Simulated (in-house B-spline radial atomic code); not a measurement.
Computed with a B-spline radial atomic code. Model: two electrons, singlet ground state, non-relativistic, full CI in B-splines with partial waves to l = 8 (at full coupling up to 3e-4 hartree above the limit, correlation up to 0.6 % small), density held at that of full coupling by Lieb maximisation.

Along the adiabatic connection the electron repulsion is scaled by a coupling λ while a local potential keeps the density fixed. At λ = 0 the system is the Kohn-Sham one and W equals the exchange energy; the exchange-correlation energy is the area under W between 0 and 1. The kinetic energy rises with λ as the electrons avoid each other, with dT/dλ = −λ dW/dλ.

Command:
```bash
python run_ac.py task.json out
```
Settings (lengths in bohr, energies in hartree):
```
potential              dot
strength               2.26
lmax                   8
second                 2
```

Cost of the run: 8.9 s on 1 thread of Intel(R) Xeon(R) Processor @ 2.30GHz, on a shared host.

**W = mean repulsion less Hartree energy, and W of three functionals.**

Given: confinement charge in harmonic well; well frequency 2.26 hartree; nuclear charge 2; external potential omega^2 r^2/2 - Z/r.

Computed: LDA exchange minus exact 235.8 millihartree; SCAN exchange minus exact 8.0425 millihartree.

```json
{"coupling": "0", "W xc (hartree)": "-1.6073", "W xc minus exchange (millihartree)": "0", "kinetic minus Kohn-Sham (millihartree)": "0", "LDA (PW92) W minus its exchange (millihartree)": "0", "PBE W minus its exchange (millihartree)": "0", "SCAN W minus its exchange (millihartree)": "0"}
{"coupling": "0.02", "W xc (hartree)": "-1.6091", "W xc minus exchange (millihartree)": "-1.832", "kinetic minus Kohn-Sham (millihartree)": "0", "LDA (PW92) W minus its exchange (millihartree)": "-13.04", "PBE W minus its exchange (millihartree)": "-2.28", "SCAN W minus its exchange (millihartree)": "-1.87"}
{"coupling": "0.05", "W xc (hartree)": "-1.6118", "W xc minus exchange (millihartree)": "-4.561", "kinetic minus Kohn-Sham (millihartree)": "0.1", "LDA (PW92) W minus its exchange (millihartree)": "-27.1", "PBE W minus its exchange (millihartree)": "-5.71", "SCAN W minus its exchange (millihartree)": "-4.63"}
{"coupling": "0.12", "W xc (hartree)": "-1.6181", "W xc minus exchange (millihartree)": "-10.839", "kinetic minus Kohn-Sham (millihartree)": "0.6", "LDA (PW92) W minus its exchange (millihartree)": "-52.8", "PBE W minus its exchange (millihartree)": "-13.68", "SCAN W minus its exchange (millihartree)": "-10.91"}
{"coupling": "0.25", "W xc (hartree)": "?", "W xc minus exchange (millihartree)": "?", "kinetic minus Kohn-Sham (millihartree)": "?", "LDA (PW92) W minus its exchange (millihartree)": "?", "PBE W minus its exchange (millihartree)": "?", "SCAN W minus its exchange (millihartree)": "?"}
{"coupling": "0.4", "W xc (hartree)": "?", "W xc minus exchange (millihartree)": "?", "kinetic minus Kohn-Sham (millihartree)": "?", "LDA (PW92) W minus its exchange (millihartree)": "?", "PBE W minus its exchange (millihartree)": "?", "SCAN W minus its exchange (millihartree)": "?"}
{"coupling": "0.6", "W xc (hartree)": "-1.658", "W xc minus exchange (millihartree)": "-50.739", "kinetic minus Kohn-Sham (millihartree)": "14.8", "LDA (PW92) W minus its exchange (millihartree)": "-161.36", "PBE W minus its exchange (millihartree)": "-64.31", "SCAN W minus its exchange (millihartree)": "-49.89"}
{"coupling": "0.8", "W xc (hartree)": "-1.6732", "W xc minus exchange (millihartree)": "-65.891", "kinetic minus Kohn-Sham (millihartree)": "25.4", "LDA (PW92) W minus its exchange (millihartree)": "-193.33", "PBE W minus its exchange (millihartree)": "-83.26", "SCAN W minus its exchange (millihartree)": "-64.5"}
{"coupling": "1", "W xc (hartree)": "-1.6875", "W xc minus exchange (millihartree)": "-80.266", "kinetic minus Kohn-Sham (millihartree)": "38.3", "LDA (PW92) W minus its exchange (millihartree)": "-221.36", "PBE W minus its exchange (millihartree)": "-101.06", "SCAN W minus its exchange (millihartree)": "-78.32"}
{"coupling": "1.4", "W xc (hartree)": "-1.7142", "W xc minus exchange (millihartree)": "-106.91", "kinetic minus Kohn-Sham (millihartree)": "70.2", "LDA (PW92) W minus its exchange (millihartree)": "-269.19", "PBE W minus its exchange (millihartree)": "-133.68", "SCAN W minus its exchange (millihartree)": "-103.93"}
{"coupling": "2", "W xc (hartree)": "-1.7496", "W xc minus exchange (millihartree)": "-142.28", "kinetic minus Kohn-Sham (millihartree)": "130.1", "LDA (PW92) W minus its exchange (millihartree)": "-327.14", "PBE W minus its exchange (millihartree)": "-176.41", "SCAN W minus its exchange (millihartree)": "-138.03"}
{"coupling": "3", "W xc (hartree)": "-1.7988", "W xc minus exchange (millihartree)": "-191.48", "kinetic minus Kohn-Sham (millihartree)": "252.2", "LDA (PW92) W minus its exchange (millihartree)": "-401.34", "PBE W minus its exchange (millihartree)": "-235.17", "SCAN W minus its exchange (millihartree)": "-185.95"}
{"coupling": "4.5", "W xc (hartree)": "-1.8559", "W xc minus exchange (millihartree)": "-248.65", "kinetic minus Kohn-Sham (millihartree)": "464.5", "LDA (PW92) W minus its exchange (millihartree)": "-482.48", "PBE W minus its exchange (millihartree)": "-303.41", "SCAN W minus its exchange (millihartree)": "-242.75"}
{"coupling": "7", "W xc (hartree)": "-1.9231", "W xc minus exchange (millihartree)": "-315.87", "kinetic minus Kohn-Sham (millihartree)": "845.3", "LDA (PW92) W minus its exchange (millihartree)": "-575.25", "PBE W minus its exchange (millihartree)": "-385.12", "SCAN W minus its exchange (millihartree)": "-311.44"}
{"coupling": "10", "W xc (hartree)": "-1.9772", "W xc minus exchange (millihartree)": "-369.9", "kinetic minus Kohn-Sham (millihartree)": "1299.2", "LDA (PW92) W minus its exchange (millihartree)": "-650.42", "PBE W minus its exchange (millihartree)": "-453.4", "SCAN W minus its exchange (millihartree)": "-368.1"}
```

(1) What belongs in the row 0.25?

(2) What belongs in the row 0.4?

(3) What is the PBE exchange minus exact?

**Energy parts, natural occupations and partial-wave weights.**

Computed: total energy -0.0273 hartree; exchange energy -1.6073 hartree; correlation energy -0.041948 hartree; kinetic part of the DFT correlation energy 0.038318 hartree; initial slope twice GL2 -0.091851 hartree; Kohn-Sham kinetic 6.1687 hartree; Lieb Oxford ratio E_xc over LDA exchange 1.2025.

| natural | occupation of the shell (electrons) |
| --- | --- |
| s | 1.9937 |
| p | 0.0047901 |
| s | 0.0010973 |
| d | 0.00021941 |
| p | ? |
| f | 2.835e-05 |

(4) What belongs in the row p?

```tsv
wave	weight
s	0.99742
p	?
d	0.00011839
f	1.6175e-05
g	3.7893e-06
```

(5) What belongs in the row p?

(6) What is the kinetic part over minus potential part?

(7) What is the Hartree energy?

Results:

(1) W xc (hartree): -1.6295; W xc minus exchange (millihartree): -22.173; kinetic minus Kohn-Sham (millihartree): 2.7; LDA (PW92) W minus its exchange (millihartree): -89.67; PBE W minus its exchange (millihartree): -28.13; SCAN W minus its exchange (millihartree): -22.1.

(2) W xc (hartree): -1.642; W xc minus exchange (millihartree): -34.752; kinetic minus Kohn-Sham (millihartree): 6.8; LDA (PW92) W minus its exchange (millihartree): -123.73; PBE W minus its exchange (millihartree): -44.13; SCAN W minus its exchange (millihartree): -34.39.

(3) 55.476 millihartree.

(4) occupation of the shell (electrons): 9.2571e-05.

(5) weight: 0.0024448.

(6) 0.47739.

(7) 3.2146 hartree.

Half-way to full coupling W has made 53 % of its drop, against 50 % for a straight line, and second-order (GL2) theory, half the initial slope, overshoots the correlation energy by about 9 %: a moderate bend, as in light atoms. Over couplings 0 to 1 the errors in E_xc come to about +143 millihartree for LDA, +44 millihartree for PBE, +8.7 millihartree for SCAN, so SCAN is nearest. In LDA and PBE the errors of exchange and correlation have opposite signs, so the sum is smaller than the larger of the two.
